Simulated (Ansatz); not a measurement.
Ansatz (a program for electronic structure) input (r2SCAN/def2-TZVPD):

Ansatz 0.2 input:
```yaml
crystal:
  periodic: [false, false, false]
  atoms:
    - {symbol: Ge, position_ang: [-0.18029856, -0.15314215, -0.01733750]}
    - {symbol: O, position_ang: [-1.42229256, -1.32383293, -0.09653532]}
    - {symbol: Cl, position_ang: [-0.41447877, 1.75412001, -0.77182363]}
    - {symbol: Cl, position_ang: [1.55615888, -0.78033805, 0.88019632]}
    - {symbol: H, position_ang: [-2.26066751, -1.06308099, -0.51525315]}
basis:
  gaussian:
    orbitals: def2-TZVPD
hamiltonian:
  xc: {name: r2SCAN}
total_charge: 1
output: {forces: true}
```

End of the output:

```
integrals: 0.15 GiB planned
1168 factors; their error is unknown
mean field: 0.90 GiB planned
mean field evaluation 1: about -83608.0254 eV, gradient 8.6e1 eV
mean field evaluation 2: about -83496.9696 eV, gradient 2.0e2 eV
mean field evaluation 4: about -83618.8452 eV, gradient 2.3e1 eV
mean field evaluation 8: about -83619.8964 eV, gradient 3.0e-1 eV
mean field evaluation 16: about -83619.8856 eV, gradient 3.3e-3 eV
mean field -83619.88563208 eV, -3072.9741173848 hartree, gradient 3.5e-5 eV, S^2 0.000000; 0 other end points of the search recorded, 0 dependent functions left out
the calculation of the forces begins
reference -83619.88565380 eV, -3072.9741181828 hartree; 37, 37 occupied and 158, 158 virtual orbitals, 1168 factors
Total energy: -83619.88565380 eV, -3072.9741181828 hartree
Atom 0 at    -0.180299    -0.153142    -0.017337 Å, force     0.032842     0.056237    -0.006692 eV/Å
Atom 1 at    -1.422293    -1.323833    -0.096535 Å, force     0.217996     0.069584     0.061130 eV/Å
Atom 2 at    -0.414479     1.754120    -0.771824 Å, force     0.042898    -0.281864     0.114746 eV/Å
Atom 3 at     1.556159    -0.780338     0.880196 Å, force    -0.287595     0.093696    -0.145113 eV/Å
Atom 4 at    -2.260668    -1.063081    -0.515253 Å, force    -0.006141     0.062347    -0.024071 eV/Å
Dipole moment:    -0.319730     0.043116    -0.140111 e Å
```

It need not be the lowest isomer of its formula.
